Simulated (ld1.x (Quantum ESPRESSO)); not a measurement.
# PBEsol PAW dataset for Mo (Z = 42), scalar-relativistic all-electron reference.

ld1.x (Quantum ESPRESSO) 7.5 was run on this input:

```
&input
   title='Mo', zed=42., rel=1, dft='PBESOL', iswitch=3,
   config='[Kr] 4d4 5s0 5p0',
   nld=3, rlderiv=3.15, eminld=-6.0, emaxld=5.0, deld=0.02
 /
 &inputp
   pseudotype=3, lpaw=.true., tm=.true., lloc=-1, rcloc=2.55,
   nlcc=.true., new_core_ps=.true., rcore=1.55,
   which_augfun='PSQ', rmatch_augfun_nc=.true.,
   file_pseudopw='Mo.UPF', file_wfcaegen='ae.wfc', file_wfcncgen='nc.wfc', file_beta='beta', file_chi='chi', file_wfcusgen='us.wfc'
 /
6
5S  1  0   0.00   0.00  2.75  2.90  0.0
5S  1  0   0.00  -0.70  2.75  2.90  0.0
4P  2  1   6.00   0.00  1.80  2.30  0.0
5P  3  1   0.00   0.00  1.80  2.30  0.0
4D  3  2   4.00   0.00  1.65  2.00  0.0
4D  3  2   0.00   0.05  1.65  2.00  0.0
 &test
   configts(1)='4p6 4d4 5s0 5p0'
 /
```

Command:

```bash
ld1.x < Mo.in > Mo.out
```

The program printed (shortened: banner, matrices, multipoles, cross overlaps and the repeated all-electron block are left out):

```
Program LD1 v.7.5
     --------------------------- All-electron run ----------------------------

     Mo
     scalar relativistic calculation

     atomic number is 42.00
     dft =PBESOL   lsd =0 sic =0 latt =0  beta=0.20 tr2=1.0E-14
     Exchange-correlation= PBESOL
                           (   1   4  10   8   0   0   0)
     mesh =1229 r(mesh) = 100.71859 a.u. xmin = -7.00 dx = 0.01250
     1 Ry =  13.60569312 eV, c = 137.03599908

     n l     nl                  e(Ry)          e(Ha)          e(eV)
     1 0     1S 1( 2.00)     -1457.3952      -728.6976    -19828.8719
     2 0     2S 1( 2.00)      -207.0216      -103.5108     -2816.6719
     2 1     2P 1( 6.00)      -185.2557       -92.6279     -2520.5326
     3 0     3S 1( 2.00)       -36.3505       -18.1752      -494.5733
     3 1     3P 1( 6.00)       -29.2192       -14.6096      -397.5480
     4 0     4S 1( 2.00)        -6.0772        -3.0386       -82.6843
     4 1     4P 1( 6.00)        -4.1676        -2.0838       -56.7024
     3 2     3D 1(10.00)       -17.6079        -8.8039      -239.5671
     4 2     4D 1( 4.00)        -1.5298        -0.7649       -20.8134
     5 0     5S 1( 0.00)        -1.2945        -0.6472       -17.6123
     5 1     5P 1( 0.00)        -0.9216        -0.4608       -12.5396

     final scf error:  4.4E-15 reached in  24 iterations

     Etot =   -8091.234030 Ry,   -4045.617015 Ha, -110086.847205 eV

     Ekin =    8342.215365 Ry,    4171.107682 Ha,  113501.622221 eV
     Encl =  -19451.147450 Ry,   -9725.573725 Ha, -264646.343088 eV
     Eh   =    3259.222736 Ry,    1629.611368 Ha,   44343.984366 eV
     Exc  =    -241.524682 Ry,    -120.762341 Ha,   -3286.110704 eV

     normalization and overlap integrals

     s(1S/1S) =  1.000000  <r> =   0.0352  <r2> =    0.0017  r(max) =   0.0229
     s(2S/2S) =  1.000000  <r> =   0.1538  <r2> =    0.0279  r(max) =   0.1303
     s(2P/2P) =  1.000000  <r> =   0.1340  <r2> =    0.0219  r(max) =   0.1041
     s(3S/3S) =  1.000000  <r> =   0.4292  <r2> =    0.2110  r(max) =   0.3819
     s(3P/3P) =  1.000000  <r> =   0.4308  <r2> =    0.2160  r(max) =   0.3771
     s(4S/4S) =  1.000000  <r> =   1.1038  <r2> =    1.3808  r(max) =   0.9874
     s(4P/4P) =  1.000000  <r> =   1.2274  <r2> =    1.7254  r(max) =   1.0643
     s(3D/3D) =  1.000000  <r> =   0.4154  <r2> =    0.2075  r(max) =   0.3206
     s(4D/4D) =  1.000000  <r> =   1.7233  <r2> =    3.5408  r(max) =   1.3496
     s(5S/5S) =  1.000000  <r> =   2.9251  <r2> =    9.6172  r(max) =   2.6178
     s(5P/5P) =  1.000000  <r> =   3.5210  <r2> =   13.9594  r(max) =   3.1184

     ------------------------ End of All-electron run ------------------------

     --------------------- Generating PAW atomic setup --------------------

      Generating local potential from pseudized AE potential:
      Matching radius rcloc =   2.5500

      Local pseudo, rcloc= 2.553 Estimated cut-off energy=     3.55 Ry

      Computing core charge for nlcc:

       r > 1.57 : true rho core
      Core charge pseudized with two Bessel functions
      Integrated core pseudo-charge :   3.08
      Wfc-us  5S rcutus= 2.893  Estimated cut-off energy=     5.57 Ry
      Wfc-us  5S rcutus= 2.893  Estimated cut-off energy=     6.69 Ry
      Wfc-us  4P rcutus= 2.310  Estimated cut-off energy=    16.48 Ry
      Wfc-us  5P rcutus= 2.310  Estimated cut-off energy=    31.19 Ry
      Wfc-us  4D rcutus= 1.988  Estimated cut-off energy=    29.23 Ry
      Wfc-us  4D rcutus= 1.988  Estimated cut-off energy=    42.44 Ry

     Required augmentation: PSQ   radius:    2.900000

     Q pseudized with Bessel functions
     Expected ecutrho=     182.7682 due to l1=  2   l2=  2

     Estimated PAW energy = -317.848835 Ryd

     ------------------- End of pseudopotential generation -------------------

     Computing logarithmic derivative in   3.13804
     Computing logarithmic derivative in   3.13804
     Computing the partial wave expansion
     R is outside the sphere for l=    0 j= 0.00
     R is outside the sphere for l=    0 j= 0.00
     R is outside the sphere for l=    1 j= 0.00
     R is outside the sphere for l=    1 j= 0.00
     R is outside the sphere for l=    2 j= 0.00
     R is outside the sphere for l=    2 j= 0.00

     ---------------------- Testing the pseudopotential ----------------------

     Mo
     scalar relativistic calculation

     atomic number is 42.00   valence charge is 12.00
     dft = SLA  PW   PSX  PSC   lsd =0 sic =0 latt =0  beta=0.20 tr2=1.0E-14
     mesh =1229 r(mesh) = 100.71859 xmin = -7.00 dx = 0.01250

     n l     nl             e AE (Ry)        e PS (Ry)    De AE-PS (Ry)
     2 1     4P   1( 6.00)       -4.16755       -4.16755        0.00000
     3 2     4D   1( 4.00)       -1.52975       -1.52976        0.00000
     1 0     5S   1( 0.00)       -1.29448       -1.29448        0.00000
     3 1     5P   1( 0.00)       -0.92164       -0.92164       -0.00000

     eps = 3.5E-17  iter =  9

     Etot =   -8091.234030 Ry,   -4045.617015 Ha, -110086.847205 eV
     Etotps =  -317.848836 Ry,    -158.924418 Ha,   -4324.553722 eV

     Ekin =     146.310594 Ry,      73.155297 Ha,    1990.657048 eV
     Encl =    -286.548198 Ry,    -143.274099 Ha,   -3898.686845 eV
     Ehrt =      63.913448 Ry,      31.956724 Ha,     869.586765 eV
     Ecxc =    -241.524681 Ry,    -120.762340 Ha,   -3286.110690 eV
     (Ecc =      -3.325689 Ry,      -1.662844 Ha,     -45.248299 eV)

     ---------------------- End of pseudopotential test ----------------------
```

Generation and configuration tests took about 1.5 s on one core of a shared server CPU.
